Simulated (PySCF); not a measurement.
GeF2, SMILES [F][Ge][F] (connectivity only; charge and spin as stated), neutral, multiplicity 1. Atoms are numbered in the order given.

```xyz
3

Ge     0.0000     0.0000     0.4177
F      0.0000    -1.3212    -0.7425
F      0.0000     1.3212    -0.7425
```

Coordinates come from a B3LYP-D3(BJ)/def2-TZVP optimisation. The isomer is the one that the SMILES or the coordinates give; other isomers of the formula were not compared.

Calculation: PySCF with M06-2X/def2-TZVPD.

Isolated molecule, no solvent.

Computed frontier levels, gap, dipole moment and polarisability:
The highest occupied level is -10.19 eV, the lowest empty level comes out as -1.84 eV and the orbital gap is 8.35 eV. The dipole moment is 2.63 D and the quadrupole, principal values (traceless, Buckingham form, about the centre of nuclear charge) is -5.07, -1.21, 6.29 D·Å. The mean static polarisability is 30.1 bohr³ (4.46 Å³) and the polarisability, principal values comes out as 28.5, 29.1, 32.6 bohr³.
